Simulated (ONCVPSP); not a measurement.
Plane-wave convergence, ONCV potential for Ne

ONCVPSP 4.0.1 input, shortened (lines: element, Z, core and valence counts, functional; n l f; lmax; l rc ep ncon nbas qcut; lloc lpopt rc5 dvloc0; l nproj debl; icmod fcfact rcfact), PBE, non-relativistic:

```
  Ne 10.00    1    2        4      upf
    1    0    2.00
    2    0    2.00
    2    1    4.50
    2
    0    0.60    0.00    4    7   12.20
    1    1.25    0.00    5    9    9.90
    2    0.95    0.32    4    7    9.20
    4    5    0.55    0.00
    0    1    3.40
    1    3    1.50
    2    3    2.70
    2    0.50    1.20
```

In the p channel the program set the typed energies aside and used -1.585, 0.250, 1.750 Ha.

Question: For each optimised wave give the share of its norm inside rc, the residual kinetic energy above qcut (Ha) and the cutoffs (Ha) for errors of 10, 1, 0.1 and 0.01 mHa per electron.

Answer:

```tsv
wave	norm inside rc	residual KE	10 mHa	1 mHa	0.1 mHa	0.01 mHa
2s	0.269	8.9e-04	53.7	73.7	221.4	307.4
2p	0.838	2.5e-04	36.3	44.2	84.5	163.3
p projector 2	0.033	7.0e-05	28.0	39.1	47.8	81.8
p projector 3	0.069	3.5e-04	34.6	45.1	54.5	113.3
d projector 1	0.019	5.8e-05	10.2	23.9	38.7	97.4
d projector 2	0.077	6.0e-04	24.2	39.3	53.6	138.0
d projector 3	0.070	1.7e-03	30.2	45.5	59.9	164.3
```

The occupied waves need 74 Ha and 221 Ha for 1 and 0.1 mHa. Note: ghosts flagged at negative energy: d at -2058.9 eV; GHOST(+) flags only above 600 eV. A true bound ghost makes a file unfit for plane-wave use.
